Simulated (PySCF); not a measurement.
A side-by-side comparison of computed properties.

First species: C7H9FSSi.
Numbering: `[CH:1]#[C:2][C@:3]1([F:4])[CH2:5][CH:6]=[C:7]1[SiH2:8][S:9][CH3:10]` (hydrogens: H11 on C1; H12, H13 on C5; H14 on C6; H15, H16 on Si8; H17, H18, H19 on C10)

Second species: C₅H₈F₃P.
InChI=1S/C5H8F3P/c1-4(2)9(3)5(6,7)8/h1H2,2-3H3

Levels: PBE0/pcSseg-1 for dipole moment, HOMO energy, LUMO energy and HOMO–LUMO gap; GFN2-xTB for rotational constant A and rotational constant C. Geometries: GFN2-xTB. Each species is one conformer at its optimised geometry, gas phase, non-relativistic unless stated. Electronic properties by PySCF.

The conformers computed, where there is a choice (atom-mapped SMILES and torsion angles):
- `[CH:1]#[C:2][C@:3]1([F:4])[CH2:5][CH:6]=[C:7]1[SiH2:8][S:9][CH3:10]`: C6–C7–Si8–S9 -12°, C7–Si8–S9–C10 180°
- `[CH2:1]=[C:2]([CH3:3])[P:4]([CH3:5])[C:6]([F:7])([F:8])[F:9]`: C1–C2–P4–C5 30°, C2–P4–C6–F7 79°

(1) Which has the higher LUMO energy?

(2) Which of the two has the higher HOMO–LUMO gap, and by how much?

(3) Which has the higher rotational constant C?

(4) Which of the two has the higher HOMO energy, and by how much?

(5) Which of the two has the higher dipole moment, and by how much?

Answers

(1) The second: -0.35 eV against -0.95 eV, a difference of 0.60 eV.

(2) The second: 6.84 eV against 5.86 eV, a difference of 0.98 eV.

(3) The second: 0.941 GHz against 0.465 GHz, a difference of 0.476 GHz.

(4) The first: -6.81 eV against -7.19 eV, a difference of 0.38 eV.

(5) The second: 2.22 D against 1.19 D, a difference of 1.03 D.

On the first: The dipole equals about 4.0 × 10⁻³⁰ C·m (1 D = 3.33564 × 10⁻³⁰ C·m).

On the second: In atomic units the dipole is 0.87 e·bohr (1 au = 2.5417 D). A dipole of 2.22 D is allowed in C1, and pure rotational transitions are dipole-allowed.
